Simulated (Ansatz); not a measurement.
Li5Sn⁻. The state is a singlet with charge -1. Geometry r2SCAN-D4/def2-TZVPD, that of the charge -1 singlet.

```xyz
6

Li   -2.191   -0.973   -0.589
Li    2.061    1.255    0.536
Li    0.669   -0.065   -2.379
Li   -0.795    0.333    2.309
Li    0.681   -1.465    0.334
Sn   -0.424    0.915   -0.212
```

In the def2 sets Sn takes a core potential; there is no spin–orbit coupling. At PBE-D4/def2-TZVPD, r2SCAN-D4/def2-TZVPD, PBE0-D4/def2-TZVPD the highest occupied level of the charge -1 singlet lies above zero (up to 0.38 eV). Its loss leaves the charge 0 doublet, which lies 0.88 eV higher (vertical, at PBE-D4/def2-TZVPD), but this difference is unsure: the doublet is doubtful (geometry relaxed on an unsound state). At r2SCAN-D4/def2-TZVPD, PBE0-D4/def2-TZVPD the unrestricted singlet has broken spin symmetry (⟨S²⟩ up to 0.44). The structure comes from a short search, and lower isomers may exist.

Estimate the orbital energies around the gap (eV) in Ansatz with PBE-D4/def2-TZVPD, r2SCAN-D4/def2-TZVPD, PBE0-D4/def2-TZVPD.


| orbital | PBE-D4/def2-TZVPD | r2SCAN-D4/def2-TZVPD | PBE0-D4/def2-TZVPD |
| --- | --- | --- | --- |
| HOMO−5 | -20.01 | -20.57 | -22.66 |
| HOMO−4 | -6.33 | -6.67 | -7.60 |
| HOMO−3 | -0.96 | -1.10 | -1.62 |
| HOMO−2 | -0.95 | -1.09 | -1.62 |
| HOMO−1 | -0.77 | -0.86 | -1.37 |
| HOMO | 0.38 | 0.30 | 0.03 |
| LUMO | 0.93 | 0.90 | 1.28 |
| LUMO+1 | 1.01 | 1.21 | 1.37 |
| LUMO+2 | 1.14 | 1.37 | 1.61 |
| LUMO+3 | 1.28 | 1.44 | 1.65 |
| LUMO+4 | 1.30 | 1.55 | 1.72 |
| LUMO+5 | 1.56 | 1.85 | 2.01 |
| β HOMO | 0.38 | 0.30 | 0.03 |
| β LUMO | 0.93 | 0.89 | 1.28 |
